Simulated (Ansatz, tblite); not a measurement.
Forces on PbO2H2 at its PBE0-D4/def2-TZVP geometry. Charge 0, multiplicity 1.

In the def2 sets Pb takes a core potential; there is no spin–orbit coupling. The xTB rows come from tblite. The structure comes from a short search, and lower isomers may exist.

GFN1-xTB (tblite), largest force 0.88 eV/Å:

```xyz
5
positions Å, forces eV/Å
Pb   -1.071   -0.247   -0.718   -0.756   -0.097   -0.430
O     0.706   -1.280   -0.955    0.605    0.021    0.289
O    -0.212    0.906    0.803   -0.027    0.390    0.374
H    -0.784    1.566    1.203    0.245   -0.105    0.004
H     1.361   -0.945   -0.333   -0.066   -0.209   -0.237
```

GFN2-xTB (tblite), largest force 1.15 eV/Å:

```
Pb -0.970 -0.169 -0.596
O 0.835 -0.040 0.330
O -0.150 0.674 0.601
H 0.344 -0.117 0.036
H -0.059 -0.348 -0.370
```

PBE-D4/def2-TZVP (Ansatz), largest force 0.73 eV/Å:

```
Pb -0.670 0.005 -0.292
O 0.076 -0.505 -0.466
O 0.571 -0.121 0.132
H -0.366 0.404 0.238
H 0.390 0.218 0.388
```
